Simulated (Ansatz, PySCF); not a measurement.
Reaction (SMILES): F[Si](F)F -> F[Si]F + F atom (the F-Si bond at the site shown breaks; other sites are not compared here)
Structures are relaxed separately at B3LYP-D3(BJ)/def2-TZVP in Ansatz (a first-principles code). Unstable Hartree-Fock reference: F[Si]F.

Property: bond dissociation energy (0 K, with B3LYP-D3(BJ) harmonic zero-point energies from PySCF), in eV. Cores are frozen in the correlated levels unless marked. Open shells are spin-unrestricted. No spin-orbit coupling. Non-relativistic. CBS marks a two-point X^-3 extrapolation of the correlation energy; Hartree-Fock from the larger set. The bracket is a focal-point correction in the basis named.

```csv
level,program,bond dissociation energy (eV)
BLYP-D4/def2-TZVPD,Ansatz + dftd4,4.42
BP86-D4/def2-TZVPD,PySCF + dftd4,___
CAM-B3LYP/def2-TZVPD,Ansatz,4.54
B2PLYP-D4/def2-TZVPD,Ansatz + dftd4,4.52
"RI-MP2/CBS(cc-pV(T+d)Z,cc-pV(Q+d)Z)+[CCSD(T)-MP2]/cc-pV(T+d)Z",Ansatz,___
```

Q: Complete the blanks.

A: 
- BP86-D4/def2-TZVPD, bond dissociation energy (eV): 4.59
- RI-MP2/CBS(cc-pV(T+d)Z,cc-pV(Q+d)Z)+[CCSD(T)-MP2]/cc-pV(T+d)Z, bond dissociation energy (eV): 4.58
